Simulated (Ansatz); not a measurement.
`C[SiH]1C=C1`, relaxed with RKS PBE0-D4/def2-TZVP in Ansatz 0.2.0 from a PBE-D4/def2-SVP geometry. The force threshold is 0.005 eV/Å; the program also tests the step.

The species carries charge 0 and has multiplicity 1.

Start:

```xyz
10

C     1.051   -1.256    0.172
Si   -0.502   -0.284   -0.262
C    -0.978    1.266    0.602
C    -0.477    1.517   -0.624
H     1.795   -0.591    0.655
H     1.511   -1.696   -0.737
H     0.818   -2.088    0.868
H    -1.561   -1.158   -0.875
H    -1.372    1.872    1.435
H    -0.285    2.417   -1.233
```

```csv
step,energy (eV),largest force (eV/Å),largest move (Å)
1,-11078.9515,0.672,0.000
2,-11079.0008,0.428,0.025
3,-11079.0090,0.056,0.015
4,-11079.0092,0.037,0.015
5,-11079.0093,0.005,0.006
6,-11079.0094,0.004,0.004
```

End:

```xyz
10

C     1.042   -1.242    0.171
Si   -0.488   -0.270   -0.257
C    -0.972    1.248    0.595
C    -0.473    1.500   -0.616
H     1.793   -0.597    0.631
H     1.475   -1.694   -0.726
H     0.804   -2.051    0.867
H    -1.524   -1.144   -0.867
H    -1.365    1.854    1.402
H    -0.293    2.397   -1.198
```

It took 26 s on 2 threads of an Arm Neoverse V1 on a shared host, with 0.35 GiB of host memory at the peak.
